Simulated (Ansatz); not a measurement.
Input for Ansatz (an electronic-structure program): R-B3LYP/def2-TZVPP on BBrH2 (SMILES BBr), atoms moved off the minimum.

Ansatz 0.2 input:
```yaml
crystal:
  periodic: [false, false, false]
  atoms:
    - {symbol: B, position_ang: [-0.99666490, -1.25745206, 0.10299807]}
    - {symbol: H, position_ang: [-0.44761776, -2.09358553, 1.01176195]}
    - {symbol: H, position_ang: [-1.80584456, -1.33949663, -0.45270290]}
    - {symbol: Br, position_ang: [0.23275356, 0.23356241, 0.02261262]}
basis:
  gaussian:
    orbitals: def2-TZVPP
hamiltonian:
  xc: {name: B3LYP}
scf: {lower_state_search: off}
output: {forces: true}
```

Question: What total energy does the run end on?

Answer: -2600.2214 hartree.
